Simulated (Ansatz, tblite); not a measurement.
Species of one formula, C3H12OSiSn (singlet), each relaxed with r2SCAN-D4/def2-SVP in Ansatz.

In the def2 sets Sn takes a core potential; there is no spin–orbit coupling. The xTB rows come from tblite. Correlated methods freeze 13 core orbitals; core or outer-core shells of Sn are correlated, in sets that lack core-valence functions.

Other spin states weren't relaxed.

A:

```xyz
18

C     2.086    0.077   -1.040
C     0.910   -0.769    2.265
C    -0.587    1.972    0.454
O    -0.883   -1.226   -0.402
Si   -2.124   -1.140   -1.477
Sn    0.445    0.083    0.351
H     1.753    0.473   -2.010
H     2.915    0.697   -0.667
H     2.443   -0.953   -1.177
H     1.667   -0.168    2.790
H    -0.002   -0.813    2.877
H     1.295   -1.789    2.124
H    -1.495    1.870    1.066
H    -0.872    2.301   -0.556
H     0.064    2.736    0.905
H    -1.681   -0.631   -2.819
H    -2.716   -2.498   -1.673
H    -3.218   -0.223   -1.010
```

B:

```xyz
18

C    -1.546    0.877    0.457
C     1.203    0.769    1.847
C    -0.092   -1.808    0.768
O     0.936    0.298   -0.953
Si    0.139    0.038    0.489
Sn    0.395    0.150   -2.858
H    -0.059    1.721   -3.367
H     1.787   -0.424   -3.663
H    -0.915   -0.956   -2.951
H    -2.079    0.750    1.414
H    -2.195    0.460   -0.333
H    -1.448    1.960    0.273
H     1.347    1.851    1.695
H     0.748    0.622    2.840
H     2.200    0.299    1.858
H    -0.716   -2.262   -0.020
H     0.879   -2.330    0.767
H    -0.582   -2.013    1.734
```

Question: Estimate which lies lowest at each level, and how far above it the others are (eV).

Answer: 
```tsv
level	A	B
GFN1-xTB	0.00	0.40
GFN2-xTB	0.26	0.00
HF/def2-SVP	0.54	0.00
HF/def2-TZVP	0.46	0.00
PBE-D4/def2-SVP	0.60	0.00
PBE-D4/def2-TZVP	0.50	0.00
r2SCAN-D4/def2-TZVP	0.55	0.00
B97M-V/def2-TZVP	0.78	0.00
PBE0-D4/def2-SVP	0.63	0.00
PBE0-D4/def2-TZVP	0.54	0.00
r2SCAN0-D4/def2-TZVP	0.57	0.00
BHLYP-D4/def2-TZVP	0.51	0.00
MP2/def2-SVP	0.46	0.00
MP2/def2-TZVP	0.26	0.00
CCSD/def2-SVP	0.49	0.00
CCSD(T)/def2-SVP	0.48	0.00
```
Point groups (tolerance 0.1 Å): A not assigned, B not assigned. From def2-SVP to def2-TZVP the PBE0 values move by up to 0.09 eV, so results in the small set are rough.
